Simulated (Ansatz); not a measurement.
`F[SiH2]C(F)Cl` + H₂Te → `FC(Cl)[TeH]` + `F[SiH3]` at 700 K and 1 bar (substitution at a C–Si bond).

Calculated with Ansatz (gas phase, PBE0-D4/def2-TZVP geometries, no zero-point term in ΔE). CCSD(T)/CBS adds triple-zeta CCSD(T) − MP2 to the extrapolated MP2 energy (def2 sets, frozen cores). This one scheme is used for every species. Elements past krypton have def2 core potentials. For Te outer-core shells are correlated without core-valence functions, which leaves a few kJ/mol of doubt a bond. One conformer a species, not always the lowest.

```json
{"species": "`F[SiH2]C(F)Cl`", "CCSD(T)/CBS energy (Eh)": "-988.34454", "H − E (kJ/mol)": "174.4", "S (J/(mol·K))": "439.7"}
{"species": "H₂Te", "CCSD(T)/CBS energy (Eh)": "-268.91024", "H − E (kJ/mol)": "57.2", "S (J/(mol·K))": "261.6"}
{"species": "`FC(Cl)[TeH]`", "CCSD(T)/CBS energy (Eh)": "-866.51961", "H − E (kJ/mol)": "124.9", "S (J/(mol·K))": "408.9"}
{"species": "`F[SiH3]`", "CCSD(T)/CBS energy (Eh)": "-390.72345", "H − E (kJ/mol)": "108.4", "S (J/(mol·K))": "291.4"}
```

H − E and S are ideal-gas, rigid-rotor, harmonic terms from PBE0-D4/def2-TZVP, for one conformer and one mirror image of each species. 1 Eh = 2625.50 kJ/mol, R = 8.31446 J/(mol·K).

Q: By hand: ΔE, ΔH, ΔS and ΔG.

A: ΔE = (-866.51961) + (-390.72345) − (-988.34454) − (-268.91024) = 0.01172 Eh = 30.8 kJ/mol. Δ(H − E) = 124.9 + 108.4 − 174.4 − 57.2 = 1.7, so ΔH = 32.5 kJ/mol. ΔS = 408.9 + 291.4 − 439.7 − 261.6 = -1.0 J/(mol·K). ΔG = 32.5 − 700 × (-1.0)/1000 = 33.2 kJ/mol.

Q: By hand: the equilibrium constant, and the temperature at which ΔG would vanish if ΔH and ΔS stayed fixed.

A: log₁₀ K = −ΔG/(RT ln 10) = -2.5. ΔH and −TΔS have one sign here, so there is no such temperature. One of them is within its doubt of zero, so this could turn.

The number of gas molecules stays the same, so ΔS is small and ΔH decides. A doubt of 5 kJ/mol in ΔE shifts log₁₀ K by 0.4 here. Other conformers and mirror images would add mixing entropy, several J/(mol·K) or more a flexible species. These are equilibria of isolated gas molecules and say nothing of rates. Largest T1 diagnostic: 0.011 (customary marks: 0.02 for closed shells, 0.045 for open ones).
